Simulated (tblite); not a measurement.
Species: C7H9N (charge -1 and doublet state).
Atom-mapped SMILES: `[H]/[C-:1]=[C:2]/[C@H:3]1[CH:4]=[CH:5][CH2:6][N:7]1[CH3:8]` (hydrogens: H9 on C1; H10 on C3; H11 on C4; H12 on C5; H13, H14 on C6; H15, H16, H17 on C8)

Structure optimised with GFN2-xTB, isolated species. This method treats the open shell by occupation alone, without spin polarisation.

(1) List the bond lengths, angles and torsions at this level.

Answers

(1) 
```csv
bond,length (Å),order
C1=C2,1.240,double
C2–C3,1.468,single
C3–C4,1.502,single
C4=C5,1.390,double
C5–C6,1.491,single
C6–N7,1.457,single
N7–C8,1.430,single
C3–N7,1.475,single
C1–H9,1.065,single
C3–H10,1.120,single
C4–H11,1.078,single
C5–H12,1.082,single
C6–H13,1.125,single
C6–H14,1.107,single
C8–H15,1.114,single
"C8–H16, C8–H17",1.094,single
```

Bonds in one row agree within 0.01 Å and their mean is given. Orders are formal, as drawn. A selection of angles:
```csv
angle,degrees
C1–C2–C3,148.1
C2–C3–C4,113.3
C2–C3–N7,109.6
C4–C3–N7,103.6
C3–C4–C5,109.9
C4–C5–C6,108.3
C5–C6–N7,104.2
C6–N7–C8,115.1
C3–N7–C6,109.3
C3–N7–C8,115.0
```

Torsions: C1–C2–C3–C4 28° (synperiplanar); C2–C3–C4–C5 118° (anticlinal); C3–C4–C5–C6 13° (synperiplanar); C4–C5–C6–N7 -21° (synperiplanar); C5–C6–N7–C8 152° (antiperiplanar); C2–C3–N7–C6 -134° (anticlinal).

The 5-membered ring C3–C4–C5–C6–N7 has internal angles of 103.6° to 109.9°; it is puckered, 0.09 Å rms from its mean plane, widest ring torsion 21°. The 3 C–N bonds span 1.430 Å (N7–C8, drawn single) to 1.475 Å (C3–N7, drawn single), a spread of 0.045 Å. The 5 C–C bonds span 1.240 Å (C1=C2, drawn double) to 1.502 Å (C3–C4, drawn single), a spread of 0.262 Å. N7 (nitrogen bonded to 3 C) is pyramidal (angles 115.1°, 115.0° and 109.3°, sum 339.4°, 0.39 Å off the plane of its three neighbours). C2 (carbon bonded to 2 C) is bent (angle 148.1°). Of the pairs four or more bonds apart, H13···H15 is among the closest relative to their van der Waals radii: 2.44 Å, 102 % of the sum of Bondi's values. C4 (carbon bonded to 2 C and H) is almost planar (angles 125.5°, 121.3° and 109.9°, sum 356.7°, 0.13 Å off the plane of its three neighbours).

Point group: C1 (no symmetry element, even within 0.4 Å). Its GFN2-xTB frequencies are all real (lowest 66 cm⁻¹). Whether the extra electron is bound in the gas phase wasn't checked; a finite basis holds it in any case.

One conformer stands for the species.

The numbers are calculated, not measured.
